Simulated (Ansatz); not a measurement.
Born–Oppenheimer molecular dynamics of AlH₈O₂PSi (13 atoms, charge 0, multiplicity 1). It starts from a rough guess of a transition structure, not a stationary point.

Method: UKS revPBE-D4/STO-3G in Ansatz.

```
ensemble                      : NVE (velocity Verlet)
time step                     : 0.5 fs
steps asked                   : 150
starting velocities drawn for : 1000 K
seed                          : 705183
```

First frame:

```xyz
13
Properties=species:S:1:pos:R:3
Al -0.354 -0.926 0.548
Si -0.067 1.750 0.193
O -1.982 -1.132 0.632
O 0.816 -1.176 1.676
H -0.066 0.744 -1.383
P 0.444 -0.902 -1.988
H -0.636 3.001 -0.332
H -0.737 1.640 1.510
H 1.343 2.043 0.502
H -2.921 -1.229 0.596
H 1.458 -1.343 2.349
H 0.990 -1.988 -2.707
H 1.711 -0.482 -1.596
```

(1) How far do the bonds stretch over the last three quarters of this one trajectory? (Pairs bonded in most of those frames.)

## Answers

(1) 
| bond | mean (Å) | spread (Å) | shortest | longest |
| --- | --- | --- | --- | --- |
| Al1–O3 | 1.796 | 0.152 | 1.52 | 1.98 |
| Al1–O4 | 1.803 | 0.144 | 1.55 | 2.03 |
| Al1–P6 | 2.229 | 0.071 | 2.12 | 2.43 |
| Si2–H5 | 1.502 | 0.139 | 1.27 | 1.69 |
| Si2–H7 | 1.474 | 0.059 | 1.36 | 1.58 |
| Si2–H8 | 1.464 | 0.027 | 1.41 | 1.52 |
| Si2–H9 | 1.473 | 0.080 | 1.35 | 1.60 |
| O3–H10 | 1.064 | 0.065 | 0.92 | 1.16 |
| O4–H11 | 1.069 | 0.051 | 0.96 | 1.16 |
| P6–H12 | 1.444 | 0.029 | 1.39 | 1.49 |
| P6–H13 | 1.443 | 0.054 | 1.35 | 1.52 |

Mean temperature of the second half: 2258 K. The conserved energy stayed within 0.84 meV per atom of its start (net change -0.082 meV per atom), so the integration is sound. The system heated up, since it started high on the potential surface and ran downhill. A run of 0.075 ps of so small a system gives no equilibrium averages. The orbitals stay closed-shell, which can raise the energy where a bond breaks towards radicals; this wasn't checked here. Limits of this set-up: minimal basis.

Run time: 9.3 min on 1 thread of Arm Neoverse V2 (shared host), peak memory 0.13 GiB.
